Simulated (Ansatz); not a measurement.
Reactions of C2H5BrSi (`BrC1C[SiH2]1`).

Program: Ansatz. Geometries: PBE0-D4/def2-TZVP. ΔE: electronic, gas phase. CBS: MP2 limit from def2 TZ/QZ plus the TZ coupled-cluster correction, frozen cores. This one scheme is used for every species, atoms too. For atomizations the MP2-based limit and the directly extrapolated one differ by several kJ/mol either way, and by 10 to 25 for some Ge, Se and Sn compounds, so smaller differences from it don't rank the levels. No spin–orbit coupling; open shells (•) take unrestricted orbitals. Spin–orbit coupling would lower the free atoms: a little for C, Si; clearly for Br. For Br, Se outer-core shells are correlated without core-valence functions, so the limit isn't a true one: a few kJ/mol of doubt a bond, and 10 to 20 or more in all where bonds break to atoms. Scalar relativity is left out up to krypton. Each species was taken in one conformer, which may not be the lowest.

| reaction | CCSD/CBS(def2) (kJ/mol) | CCSD(T)/CBS(def2) (kJ/mol) |
| --- | --- | --- |
| `BrC1C[SiH2]1` + H₂Se → `[SeH]C1C[SiH2]1` + HBr | -17 | -17 |
| `BrC1C[SiH2]1` + H–F → `FC1C[SiH2]1` + HBr | 49 | 52 |
| `BrC1C[SiH2]1` → `C=C[SiH2]Br` | -195 | -191 |
| `BrC1C[SiH2]1` → `Br[SiH]1CC1` | -151 | -149 |
| `BrC1C[SiH2]1` → Br• + 2 C• + 5 H• + Si• | 3018 | 3067 |
| `BrC1C[SiH2]1` → `CC[Si]Br` | -145 | -141 |
| `BrC1C[SiH2]1` → `[SiH3]/C=C/Br` | -47 | -46 |
| `BrC1C[SiH2]1` → `C=C([SiH3])Br` | -47 | -47 |

Largest T1 diagnostic: 0.012, for `FC1C[SiH2]1`.
